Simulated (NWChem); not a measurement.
System meant: C₂H₈OSi; SMILES C([SiH3])OC

NWChem input:

```
start job
memory heap 200 mb stack 900 mb global 1100 mb
geometry units angstroms noautoz
  C      0.713155     1.822756     0.237933
  O     -0.346850     1.212227    -0.458961
  C     -0.852406     0.050274     0.179384
  Si     0.191538    -1.537294    -0.124044
  H      1.015946     2.719520    -0.337082
  H      0.407478     2.145332     1.264624
  H      1.603870     1.157159     0.345350
  H     -0.996647     0.212583     1.278021
  H     -1.864431    -0.135329    -0.241794
  H      1.597381    -1.396950     0.393772
  H      0.255051    -1.830124    -1.597062
  H     -0.462337    -2.694265     0.586090
end
basis spherical
  * library def2-svp
end
dft
  odft
  mult 2
  xc xpbe96 cpbe96
  iterations 150
  mulliken
end
task dft energy
```

End of the output:

```
 Summary of "ao basis" -> "" (spherical)
 ------------------------------------------------------------------------------
       Tag                 Description            Shells   Functions and Types
 ---------------- ------------------------------  ------  ---------------------
 *                          def2-svp                  on all atoms

  pbe96 is a nonlocal functional; adding pw91lda local functional.

                                 NWChem DFT Module
                                 -----------------

 Summary of "ao basis" -> "ao basis" (spherical)
 ------------------------------------------------------------------------------
       Tag                 Description            Shells   Functions and Types
 ---------------- ------------------------------  ------  ---------------------
 C                          def2-svp                 6       14   3s2p1d
 O                          def2-svp                 6       14   3s2p1d
 Si                         def2-svp                 8       18   4s3p1d
 H                          def2-svp                 3        5   2s1p

 Summary of "ao basis" -> "ao basis" (spherical)
 ------------------------------------------------------------------------------
       Tag                 Description            Shells   Functions and Types
 ---------------- ------------------------------  ------  ---------------------
 C                          def2-svp                 6       14   3s2p1d
 O                          def2-svp                 6       14   3s2p1d
 Si                         def2-svp                 8       18   4s3p1d
 H                          def2-svp                 3        5   2s1p

  number of electrons :                   42
  multiplicity        :                    2
 ------------------------------------------------------------------------
  no. of electrons and multiplicity not compatible                  42
 ------------------------------------------------------------------------
 ------------------------------------------------------------------------
  current input line :
    27: task dft energy
 ------------------------------------------------------------------------
 ------------------------------------------------------------------------
 There is an error in the input file
 ------------------------------------------------------------------------
 For more information see the NWChem manual at https://nwchemgit.github.io

0: no. of electrons and multiplicity not compatible:Received an Error in Communication
```

### Question
Find the fault in this run and fix the input.

### Answer
The program refused the input. Cause: the multiplicity doesn't fit the number of electrons (an even count wants an odd multiplicity, and the reverse). This input runs:
```
start job
memory heap 200 mb stack 900 mb global 1100 mb
geometry units angstroms noautoz
  C      0.713155     1.822756     0.237933
  O     -0.346850     1.212227    -0.458961
  C     -0.852406     0.050274     0.179384
  Si     0.191538    -1.537294    -0.124044
  H      1.015946     2.719520    -0.337082
  H      0.407478     2.145332     1.264624
  H      1.603870     1.157159     0.345350
  H     -0.996647     0.212583     1.278021
  H     -1.864431    -0.135329    -0.241794
  H      1.597381    -1.396950     0.393772
  H      0.255051    -1.830124    -1.597062
  H     -0.462337    -2.694265     0.586090
end
basis spherical
  C library def2-svp
  O library def2-svp
  Si library def2-svp
  H library def2-svp
end
dft
  xc xpbe96 cpbe96
  iterations 150
  mulliken
end
task dft energy
```
It converges to -445.14554 Ha (PBE/def2-SVP).
